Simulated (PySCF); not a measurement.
PySCF input (M06-2X/def2-TZVPD):

```python
from pyscf import gto, scf, dft

mol = gto.M(
    atom='''
    C    -1.59583230    0.13556636   -0.07499087
    C    -0.31945262   -0.47689888   -0.52507877
    N     0.81530058    0.04962629    0.15367919
    C     1.73562988    0.48689262    0.71801204
    H    -1.61765317    0.81705980    0.76026483
    H    -2.51384881   -0.14461706   -0.56974995
    H    -0.32715911   -1.56461878   -0.37225552
    H    -0.17051277   -0.32856872   -1.60166805
    ''',
    basis='def2-tzvpd',
    charge=0,
    spin=1,
    verbose=4,
)

mf = dft.UKS(mol, xc='m062x').density_fit(auxbasis='def2-universal-jkfit')
mf.grids.level = 4
mf.conv_tol = 1e-9
mf.max_cycle = 100
mf.max_memory = 1500
mf.kernel()
if not mf.converged:
    mf = mf.newton()
    mf.kernel(mf.make_rdm1())
for _ in range(2):
    mo, _, stable, _ = mf.stability(return_status=True)
    if stable:
        break
    mf.kernel(mf.make_rdm1(mo, mf.mo_occ))
mf.analyze()
```

End of the output:

```
Extra cycle  E= -171.348065380162  delta_E= -2.03e-11  |g|= 1.86e-06  |ddm|= 1.33e-05
converged SCF energy = -171.348065380162  <S^2> = 0.75543744  2S+1 = 2.0054301
uhf_internal: lowest eigs of H = [0.40798854 0.41929589 0.42160385]
<class 'pyscf.df.df_jk.DFUKS'> wavefunction is stable in the internal stability analysis
**** SCF Summaries ****
Total Energy =                        -171.348065380162325
Nuclear Repulsion Energy =              98.232111014446403
One-electron Energy =                 -423.737991598722544
Two-electron Energy =                  154.157815204113831
Two-electron Coulomb Energy =          178.663856645882049
DFT Exchange-Correlation Energy =      -24.506041441768225
HOMO-LUMO gap [eV] =                     6.673440704163919
**** MO energy ****
                             alpha | beta                alpha | beta
MO #1   energy= -14.7855347788762  | -14.7854597322271  occ= 1 | 1
MO #2   energy= -10.6228269315988  | -10.6235261840278  occ= 1 | 1
MO #3   energy= -10.5737112606838  | -10.5737390786217  occ= 1 | 1
MO #4   energy= -10.5717674816856  | -10.5646765955779  occ= 1 | 1
MO #5   energy= -1.07317659513775  | -1.07231880218379  occ= 1 | 1
MO #6   energy= -0.907694168651126 | -0.89525131096719  occ= 1 | 1
MO #7   energy= -0.766732902218912 | -0.735518385513906 occ= 1 | 1
MO #8   energy= -0.636546888938163 | -0.629395535020549 occ= 1 | 1
MO #9   energy= -0.567107359696423 | -0.554843279628277 occ= 1 | 1
MO #10  energy= -0.539809822147773 | -0.530741151194607 occ= 1 | 1
MO #11  energy= -0.497992573572276 | -0.4876045993486   occ= 1 | 1
MO #12  energy= -0.415010911683958 | -0.410328418520105 occ= 1 | 1
MO #13  energy= -0.414048431386366 | -0.408688736270355 occ= 1 | 1
MO #14  energy= -0.373421968454203 | -0.373568172685786 occ= 1 | 1
MO #15  energy= -0.290410401677086 | -0.0451659771829043 occ= 1 | 0
MO #16  energy= 0.0102839403838861 | 0.00333443129454747 occ= 0 | 0
MO #17  energy= 0.0357191445408469 | 0.0315464238312619 occ= 0 | 0
MO #18  energy= 0.055824826680091  | 0.0533312975826213 occ= 0 | 0
MO #19  energy= 0.0571892327950776 | 0.0545818132765085 occ= 0 | 0
MO #20  energy= 0.0740390367508044 | 0.0746966243505735 occ= 0 | 0
MO #21  energy= 0.0936802266146225 | 0.0829429994863025 occ= 0 | 0
MO #22  energy= 0.0992470290351721 | 0.0958739409032344 occ= 0 | 0
MO #23  energy= 0.102106861405504  | 0.100466005547673  occ= 0 | 0
MO #24  energy= 0.12266778386441   | 0.113159125998132  occ= 0 | 0
MO #25  energy= 0.131287139865296  | 0.127942318308714  occ= 0 | 0
MO #26  energy= 0.15850901115357   | 0.140853539851466  occ= 0 | 0
MO #27  energy= 0.176456621501488  | 0.168509393181861  occ= 0 | 0
MO #28  energy= 0.185888096456128  | 0.170414418940251  occ= 0 | 0
MO #29  energy= 0.191412492837664  | 0.189621099174476  occ= 0 | 0
MO #30  energy= 0.207554733475818  | 0.19542544356545   occ= 0 | 0
MO #31  energy= 0.214459589515241  | 0.204185399174736  occ= 0 | 0
MO #32  energy= 0.219684221350681  | 0.209259413639314  occ= 0 | 0
MO #33  energy= 0.22187293671508   | 0.219056908183598  occ= 0 | 0
MO #34  energy= 0.242417731104077  | 0.241773318399062  occ= 0 | 0
MO #35  energy= 0.246695929485857  | 0.244322040648172  occ= 0 | 0
MO #36  energy= 0.250597086370102  | 0.247454522039148  occ= 0 | 0
MO #37  energy= 0.27014741931562   | 0.258324590007103  occ= 0 | 0
MO #38  energy= 0.281504540823238  | 0.283606630096945  occ= 0 | 0
MO #39  energy= 0.293937581196488  | 0.288046563504638  occ= 0 | 0
MO #40  energy= 0.296470140649622  | 0.295378748470727  occ= 0 | 0
MO #41  energy= 0.302764014663534  | 0.298444299310497  occ= 0 | 0
MO #42  energy= 0.312233966806808  | 0.300404652253564  occ= 0 | 0
MO #43  energy= 0.318306453299917  | 0.31013700305032   occ= 0 | 0
MO #44  energy= 0.338295274505635  | 0.332684928466775  occ= 0 | 0
MO #45  energy= 0.35401315877592   | 0.342138238334821  occ= 0 | 0
MO #46  energy= 0.357245487292427  | 0.355509144065554  occ= 0 | 0
MO #47  energy= 0.368648391788928  | 0.357293731741059  occ= 0 | 0
MO #48  energy= 0.380389650481075  | 0.362200016989892  occ= 0 | 0
MO #49  energy= 0.387988790624928  | 0.370701927480875  occ= 0 | 0
MO #50  energy= 0.389533502294057  | 0.372267141935321  occ= 0 | 0
MO #51  energy= 0.391405090179789  | 0.380672628148005  occ= 0 | 0
MO #52  energy= 0.395392986408275  | 0.38858694053533   occ= 0 | 0
MO #53  energy= 0.420636567039569  | 0.40047982599614   occ= 0 | 0
MO #54  energy= 0.424255639778903  | 0.416656282041281  occ= 0 | 0
MO #55  energy= 0.434125965747726  | 0.422242530251868  occ= 0 | 0
MO #56  energy= 0.451465064753104  | 0.447204774396831  occ= 0 | 0
MO #57  energy= 0.47481456732268   | 0.461995203449554  occ= 0 | 0
MO #58  energy= 0.483668313228713  | 0.476592511102456  occ= 0 | 0
MO #59  energy= 0.489493771800672  | 0.481420794990865  occ= 0 | 0
MO #60  energy= 0.505060609628341  | 0.485574872562108  occ= 0 | 0
MO #61  energy= 0.509307765903321  | 0.496484772996995  occ= 0 | 0
MO #62  energy= 0.535392490561587  | 0.528998019179733  occ= 0 | 0
MO #63  energy= 0.538794359054124  | 0.533537248669293  occ= 0 | 0
MO #64  energy= 0.582018429877734  | 0.578166335841151  occ= 0 | 0
MO #65  energy= 0.590038732091281  | 0.58320151074332   occ= 0 | 0
MO #66  energy= 0.621015123118683  | 0.601765574523176  occ= 0 | 0
MO #67  energy= 0.648619717145357  | 0.640498528677298  occ= 0 | 0
MO #68  energy= 0.678843212093306  | 0.672139140948721  occ= 0 | 0
MO #69  energy= 0.693571708828588  | 0.676934458433963  occ= 0 | 0
MO #70  energy= 0.705985109897631  | 0.69831929996666   occ= 0 | 0
MO #71  energy= 0.745211491906429  | 0.745107625570023  occ= 0 | 0
MO #72  energy= 0.756933459987221  | 0.750307809434629  occ= 0 | 0
MO #73  energy= 0.767549212113388  | 0.763555714874113  occ= 0 | 0
MO #74  energy= 0.779583452450931  | 0.774368614301854  occ= 0 | 0
MO #75  energy= 0.814783014734817  | 0.815285657911428  occ= 0 | 0
MO #76  energy= 0.833995892728657  | 0.82276637918854   occ= 0 | 0
MO #77  energy= 0.864241271298512  | 0.857624127765405  occ= 0 | 0
MO #78  energy= 0.900958495239184  | 0.899490643320318  occ= 0 | 0
MO #79  energy= 0.909290690001588  | 0.906185641473236  occ= 0 | 0
MO #80  energy= 0.921828170182219  | 0.917269528734553  occ= 0 | 0
MO #81  energy= 0.994151594459616  | 0.995093174811595  occ= 0 | 0
MO #82  energy= 0.996537289195881  | 0.996862339386863  occ= 0 | 0
MO #83  energy= 1.00521517526905   | 1.00215928018917   occ= 0 | 0
MO #84  energy= 1.0465084715158    | 1.04428216276286   occ= 0 | 0
MO #85  energy= 1.07671473830379   | 1.07625641332866   occ= 0 | 0
MO #86  energy= 1.09672713165267   | 1.09601973725317   occ= 0 | 0
MO #87  energy= 1.12617870155126   | 1.12289728772693   occ= 0 | 0
MO #88  energy= 1.14493302640793   | 1.14242752856112   occ= 0 | 0
MO #89  energy= 1.16862874656354   | 1.16710592750572   occ= 0 | 0
MO #90  energy= 1.19725172734685   | 1.19566212815801   occ= 0 | 0
MO #91  energy= 1.20327294646865   | 1.20283056821086   occ= 0 | 0
MO #92  energy= 1.25604853099905   | 1.26077886671233   occ= 0 | 0
MO #93  energy= 1.33735637559503   | 1.3323668648094    occ= 0 | 0
MO #94  energy= 1.37270020655824   | 1.37059484315814   occ= 0 | 0
MO #95  energy= 1.41003864847235   | 1.40994735102931   occ= 0 | 0
MO #96  energy= 1.4466172189849    | 1.44689071877407   occ= 0 | 0
MO #97  energy= 1.4551706666139    | 1.45813725759828   occ= 0 | 0
MO #98  energy= 1.64142993541237   | 1.64796579189613   occ= 0 | 0
MO #99  energy= 1.646416147222     | 1.65994222792709   occ= 0 | 0
MO #100 energy= 1.66573108545703   | 1.68573783313055   occ= 0 | 0
MO #101 energy= 1.73698257452213   | 1.74216376697845   occ= 0 | 0
MO #102 energy= 1.74375176050831   | 1.7444974233877    occ= 0 | 0
MO #103 energy= 1.76034404070144   | 1.77756197364354   occ= 0 | 0
MO #104 energy= 1.80001115902451   | 1.80470522285552   occ= 0 | 0
[...]
```

It need not be the lowest isomer of its formula.
